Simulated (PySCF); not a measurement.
InMe2(NH2), C2H8InN.
Bonds: In1–C2, In1–C6, In1–N10. Hydrogens: H3, H4, H5 on C2; H7, H8, H9 on C6; H11, H12 on N10.

Method: PBE0-D3(BJ)/def2-SVP geometry optimisation, gas phase, def2 core potentials past Kr in PySCF; density fitting, grid level 1; the optimiser is geomeTRIC in internal coordinates, started from a GFN2-xTB structure with every atom displaced at random (about 0.03 Å).

Geometry at step 3:
```
atom  x, y, z in Å
In1    -0.0266   -0.0988   -0.0022
C2      2.1159   -0.3709   -0.0462
H3      2.3783   -1.4178   -0.2586
H4      2.5417   -0.0971    0.9313
H5      2.5692    0.2728   -0.8139
C6     -1.1989    1.7248   -0.0392
H7     -2.2302    1.5155    0.2818
H8     -1.2286    2.1468   -1.0551
H9     -0.7623    2.4807    0.6298
N10    -1.1446   -1.7819    0.3008
H11    -0.7660   -2.6942    0.0624
H12    -2.1324   -1.7628    0.0602
```

Question: Give the atomic forces at this geometry.

Answer: 
```tsv
atom	Fx (eV/Å)	Fy (eV/Å)	Fz (eV/Å)
In1	-0.078	0.053	0.052
C2	0.012	-0.037	-0.024
H3	-0.023	0.018	0.008
H4	0.007	0.017	-0.013
H5	0.021	0.009	0.018
C6	0.011	-0.043	0.008
H7	0.026	0.005	0.000
H8	0.019	-0.012	-0.012
H9	-0.006	0.007	0.004
N10	0.004	0.018	-0.170
H11	-0.012	-0.006	0.054
H12	0.019	-0.029	0.074
```

The largest, 0.17 eV/Å, acts on N10; the rms over all components is 0.040 eV/Å. The forces sum to zero within rounding, as they must for an isolated molecule in no field.

Question: Give the force on N10 in Eh/bohr and in nN.

Answer: 0.171 eV/Å ÷ 51.422 = 0.00333 Eh/bohr, and 0.171 eV/Å × 1.602 = 0.27 nN.

Question: How far is this geometry from the end of the optimisation?

Answer: 0.017 eV above it, and 0.087 Å rms away after alignment. The bonds farthest from their final lengths, with half the difference of the two atoms' forces along the bond (positive lengthens):

```tsv
bond	now (Å)	final (Å)	force along bond (eV/Å)
In1–N10	2.043	2.029	-0.02
In1–C6	2.168	2.161	-0.06
N10–H12	1.017	1.013	-0.04
N10–H11	1.016	1.013	-0.02
```

The angle farthest from its final value is In1–N10–H12, 118.8° against 124.9°.

What follows is the cost of the whole optimisation. Hardware: an Intel Xeon Platinum 8375C at 2.90 GHz with one thread, no GPU (shared host). Cost: 57 s wall, 0.42 GiB resident at most.
